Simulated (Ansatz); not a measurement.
Basis-set extrapolation for C₃H₉BS, SMILES `CCB(C)S` (PBE0-D4/def2-TZVP geometry, frozen core, Ansatz 0.2.0). Multiplicity 1, RHF reference.

```
                      def2-TZVPP   def2-QZVPP
                 HF  -541.170197  -541.188035
    MP2 correlation    -0.812732    -0.867713
CCSD(T) correlation    -0.911110      not run
```

Energies in hartree. Use E(X) = E(∞) + A·exp(−7.88·√X) for Hartree–Fock and E(X) = E(∞) + B·X^(−2.97) for correlation, with X = 3 and 4, and add CCSD(T) minus MP2 of the smaller set to the MP2 limit.

Q: What is the CCSD(T) energy at the basis-set limit?

A: HF limit: -541.188035 + (-0.017838) × 0.13774 = -541.19049. MP2 limit: -0.867713 + (-0.054981) × 0.74074 = -0.90844. Higher-order term: -0.911110 − (-0.812732) = -0.09838. Total: -542.19731 hartree, 72.8 kcal/mol below CCSD(T)/def2-TZVPP.
